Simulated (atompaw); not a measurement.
## u(r) = r·R(r): atom against pseudo-atom (hydrogen (H))

Columns: radius, all-electron u(r) and pseudo u(r) of the 1s shell (level -6.33 eV) of hydrogen in the configuration 1s1; PBEsol, scalar-relativistic, PAW (atompaw) scheme, atompaw 4.2.0.5.

| r (bohr) | all-electron | pseudo |
| --- | --- | --- |
| 0.065 | 0.1145 | 0.0641 |
| 0.131 | 0.2160 | 0.1286 |
| 0.196 | 0.3027 | 0.1908 |
| 0.262 | 0.3786 | 0.2519 |
| 0.327 | 0.4427 | 0.3097 |
| 0.392 | 0.4973 | 0.3643 |
| 0.458 | 0.5440 | 0.4163 |
| 0.523 | 0.5824 | 0.4634 |
| 0.588 | 0.6140 | 0.5063 |
| 0.654 | 0.6400 | 0.5453 |
| 0.719 | 0.6601 | 0.5788 |
| 0.785 | 0.6757 | 0.6080 |
| 0.850 | 0.6869 | 0.6319 |
| 0.915 | 0.6944 | 0.6510 |
| 0.981 | 0.6986 | 0.6657 |
| 1.046 | 0.6999 | 0.6757 |
| 1.112 | 0.6986 | 0.6818 |
| 1.177 | 0.6951 | 0.6840 |
| 1.242 | 0.6897 | 0.6828 |
| 1.308 | 0.6825 | 0.6786 |
| 1.373 | 0.6740 | 0.6720 |
| 1.438 | 0.6642 | 0.6634 |
| 1.504 | 0.6532 | 0.6529 |
| 1.569 | 0.6415 | 0.6414 |
| 1.635 | 0.6288 | 0.6288 |
| 1.700 | 0.6156 | 0.6156 |

Task: How many radial nodes do the two functions have?

Result: The all-electron 1s function has n − l − 1 = 0; the pseudo-wave has 0.

Task: Is the pseudo-wave norm-conserving?

Result: No, it belongs to a PAW set: the norm inside the radius is not constrained, and the difference is carried by the augmentation charge.
